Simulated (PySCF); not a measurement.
TDDFT excited states: C2H3BrGe

Species: C2H3BrGe.
Atom-mapped SMILES: `[CH:1]#[C:2][GeH2:3][Br:4]` (hydrogens: H5 on C1; H6, H7 on Ge3)

Computed with TDDFT B3LYP/def2-SVPD, vertical, gas phase, core orbitals frozen in the response in PySCF 2.14.0, density-fitted response routines. Geometry: PBE0-D3(BJ)/def2-SVP; no solvent, vibrations or thermal averaging. Relativistic effects, spin–orbit coupling among them, are left out although an element past zinc is present.

Question: What does the calculation give for the low-lying excited states?

Answer: 

```
state  E (eV)  E (hartree)       f  |μ| (D)  symmetry   main configurations (H = HOMO, L = LUMO)
   S1    5.52       0.2028  0.0033     0.40        A″                     H→L (76%), H-2→L (20%)
   S2    5.63       0.2068   0.027     1.13        A′                                H-1→L (92%)
   S3    5.70       0.2093  0.0061     0.53        A″                     H-2→L (72%), H→L (23%)
   S4    6.01       0.2210   0.020     0.93        A′                 H-3→L (73%), H-2→L+1 (20%)
   S5    6.22       0.2285  0.0004     0.13         –               H-1→L+1 (54%), H-3→L+1 (42%)
   S6    6.79       0.2494   0.011     0.64        A′                 H-1→L+2 (43%), H→L+1 (39%)
   S7    6.85       0.2516  0.0056     0.46        A′  H→L+1 (51%), H-1→L+2 (37%), H-2→L+1 (10%)
   S8    6.87       0.2525  0.0002     0.08         –    H→L+2 (81%), H-1→L+1 (9%), H-3→L+1 (8%)
   S9    6.94       0.2551  0.0003     0.10         –  H-3→L+1 (46%), H-1→L+1 (35%), H→L+2 (17%)
  S10    7.05       0.2593  0.0003     0.11         –                              H-2→L+2 (91%)
```

Triplets (Tamm–Dancoff): T1 4.79 eV, H-1→L (39%), H-3→L (27%), H-2→L+1 (12%); T2 5.16 eV, H→L (62%), H-2→L (20%); T3 5.26 eV, H-2→L+1 (43%), H-1→L (41%); T4 5.27 eV, H-2→L (49%), H→L (33%).

The lowest singlet lies at 5.52 eV (225 nm, ultraviolet) and is very weak; its leading configuration is HOMO→LUMO (76%). The strongest level in the table is S2 at 5.63 eV (220 nm, f = 0.027). Löwdin shares by element: HOMO (one of a set within 0.03 eV) bromine 72%, germanium 11%, hydrogen 9% or more; LUMO carbon 30%, bromine 30%, germanium 27%. Of the 10 states listed, 3 reach f = 0.01 and 4 stay under 0.0005. Weighted by f, the mean energy of these states is 6.01 eV. The listed states span 1.54 eV, and the widest gap between neighbours is 0.57 eV (S5 to S6). All these states lie below the vertical ionisation energy of 10.63 eV (ΔSCF). Symmetry labels in Cs follow from the direction of the transition dipole and are given only for states with f of 0.002 or more. Only the lowest 10 singlets were computed, as vertical energies without vibronic structure.
